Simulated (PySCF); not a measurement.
Vertical excitation energies

Species: C5H6Cl2Si.
SMILES: `ClC(Cl)C1=CC=C[SiH2]1`

Method: TDDFT CAM-B3LYP/def2-SVPD, vertical, gas phase, core orbitals frozen in the response in PySCF. Geometry: GFN2-xTB, one conformer, isolated molecule. Torsions of this conformer, `[Cl:1][CH:2]([Cl:3])[C:4]1=[CH:5][CH:6]=[CH:7][SiH2:8]1`: Cl1–C2–C4–C5 120°.

Task: Predict the UV-vis stick spectrum at this level.

Result: 

| state | λ (nm) | E (eV) | f | main configurations (H = HOMO, L = LUMO) |
| --- | --- | --- | --- | --- |
| S1 | 287.6 | 4.31 | 0.126 | H→L (97%) |
| S2 | 220.4 | 5.62 | 0.0001 | H-3→L (88%) |
| S3 | 203.4 | 6.09 | 0.0005 | H-2→L (51%), H-7→L (27%), H→L+1 (10%) |
| S4 | 198.7 | 6.24 | 0.0003 | H→L+1 (72%) |
| S5 | 192.2 | 6.45 | 0.0084 | H-1→L (91%) |
| S6 | 189.9 | 6.53 | 0.0055 | H→L+2 (80%) |
| S7 | 185.1 | 6.70 | 0.0021 | H-7→L (49%), H-2→L (23%) |
| S8 | 183.2 | 6.77 | 0.023 | H-5→L (41%), H→L+4 (27%), H→L+8 (12%) |

Triplets, Tamm–Dancoff:

```
state  E (eV)  λ (nm)  main configurations (H = HOMO, L = LUMO)
   T1    2.58   481.0                                 H→L (94%)
   T2    4.77   260.1      H-5→L (48%), H→L+8 (20%), H-8→L (9%)
   T3    5.21   238.1                               H-3→L (89%)
```

The lowest singlet comes at 288 nm (416 kJ/mol) in the ultraviolet; it is of moderate strength; its leading configuration is HOMO→LUMO (97%). The lowest level is also the most intense of those listed (f = 0.126). Löwdin shares by element: HOMO carbon 81% or more (atoms not listed hold the other 19%); LUMO carbon 70% or more (atoms not listed hold the other 30%). The oscillator strengths of these states sum to 0.167; summed over the whole spectrum of an exact calculation they would give the number of electrons, 84 (Thomas–Reiche–Kuhn). Weighted by f, the mean energy of these states is 4.88 eV. Orbital energies (eV): HOMO-3 -10.44, HOMO-2 -10.15, HOMO-1 -10.04, HOMO -8.24, LUMO -0.89, LUMO+1 0.85, LUMO+2 1.13. Singlets were solved by full linear response, triplets in the Tamm–Dancoff approximation.
